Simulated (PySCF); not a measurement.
## Molybdenum: a sound run and one with changed settings

Sound run: Mo⁺ [Kr] 4d5, Mo²⁺ [Kr] 4d4. Calculation: PySCF 2.14, in cc-pVTZ-PP with ECP28MDF (5s5p4d2f1g, 63 functions); a scalar-relativistic core potential. The sound run starts from symmetry-adapted Hartree-Fock orbitals and uses a fine grid where one is needed.

Changed run: initial guess 1e, at most 2 SCF cycles. This setting is unsound on purpose.

| species | method | sound run (hartree) | changed run (hartree) | converged |
| --- | --- | --- | --- | --- |
| Mo⁺ | UHF | -67.11560 | -66.07808 | no |
| Mo⁺ | PBE | -67.61874 | -64.92456 | no |
| Mo⁺ | PBE0 | -67.61161 | -65.49614 | no |
| Mo²⁺ | UHF | -66.56134 | -66.52469 | no |
| Mo²⁺ | PBE | -67.01573 | -66.03278 | no |
| Mo²⁺ | PBE0 | -67.01368 | -66.43588 | no |

The SCF was stopped early; the energies are upper bounds that still move, and correlated levels were skipped or rest on poor orbitals.
